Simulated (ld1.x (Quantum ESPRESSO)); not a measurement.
**What one change does to a pseudopotential (zinc (Zn), PAW)**

ld1.x (Quantum ESPRESSO) 7.5 input, shortened:

```
&input
   title='Zn', zed=30., rel=1, dft='PBESOL', iswitch=3,
   config='[Ar] 3d10 4s1 4p1'
 /
 &inputp
   pseudotype=3, lpaw=.true., tm=.true., lloc=-1, rcloc=0.80,
   nlcc=.true., new_core_ps=.true., rcore=0.90,
   which_augfun='BESSEL', rmatch_augfun=0.70
 /
6
4S  1  0   1.00   0.00  1.45  2.00  0.0
4S  1  0   0.00   0.10  1.45  2.00  0.0
4P  2  1   1.00   0.00  2.60  2.85  0.0
4P  2  1   0.00   2.60  2.60  2.85  0.0
3D  3  2  10.00   0.00  0.70  0.85  0.0
3D  3  2   0.00   2.65  0.70  0.85  0.0
 &test
   configts(1)='3d10 4s1 4p1'
 /
```

All-electron outer shells of the reference configuration (PBEsol, scalar-relativistic, ld1.x):

```tsv
shell	level (eV)	outermost node (bohr)	outermost maximum (bohr)
3s	-131.16	0.28	0.59
3p	-85.50	0.25	0.59
3d	-12.36	–	0.57
4s	-7.41	0.85	2.04
4p	-2.09	0.92	2.89
```

Change: local potential all-electron potential smoothed inside 1.55 bohr (lloc = -1).

Cutoffs: the cutoffs (Ry, on a coarse ladder) from which the occupation-weighted sum of valence levels, in a spherical-Bessel basis at the reference potential, stays within 10 and 1 mRy of its value at 400 Ry; they do not see the model core or the augmentation charge, which bear on the density cutoff. Errors are all-electron minus pseudo energies relative to the spin-unpolarised reference configuration.

**Question.** What does the change do?

**Answer.** The bound ghost in p, s disappears; the number of tests that count goes from 6 to 7; of the 6 tests that both files solve, the error grows in 0 and shrinks in 4 by more than 15 % and 0.3 meV (median size 95.5 → 5.4 meV). A state that the projectors do not describe sees the local part alone, so a deeper or shallower local part can create or remove a ghost.

| quantity | base | changed |
| --- | --- | --- |
| cutoff, loose | 200 Ry | 200 Ry |
| cutoff, tight | over 300 Ry | over 300 Ry |
| bound ghosts | s, p | none |
| tests counted (converged, no solver errors) | 6 of 7 | 7 of 7 |
| error for 3d10 4s2 4p0, meV [ΔE -5.13 eV] | +8.7 | -1.0 |
| error for 3d10 4s1 4p0, meV [ΔE 4.77 eV] | +95 | +2.3 |
| error for 3d10 4s0 4p0, meV [ΔE 23.12 eV] | +444 | +8.3 |
| error for 3d9 4s0 4p0, meV [ΔE 63.63 eV] | +171 | -169 |
| error for 3d10 4s0 4p2, meV [ΔE 5.48 eV] | +23 | -2.5 |
| error for 3d9 4s2 4p0, meV [ΔE 12.81 eV] | -96 | -105 |
| s: phases at 3.10 bohr within 0.05 rad from the reference energy up to (Ry; the scan ends near 5) | to the end of the scan | 4.3 |
| p: phases at 3.10 bohr within 0.05 rad from the reference energy up to (Ry; the scan ends near 5) | to the end of the scan | to the end of the scan |
| d: phases at 3.10 bohr within 0.05 rad from the reference energy up to (Ry; the scan ends near 5) | to the end of the scan | to the end of the scan |
| lowest overlap eigenvalue by channel | s 0.05, p 0.07, d 0.90 | s 0.37, p 0.48, d 0.99 |

Base: Tests not counted: 3d9 4s2 4p1 (solver errors, printed error -3.1 eV). A true bound ghost makes a file unfit for plane-wave use even where its test errors are small: the radial tests pick states by their node count and pass the ghost by. Where a test does run into it, the solver fails or the error is huge.
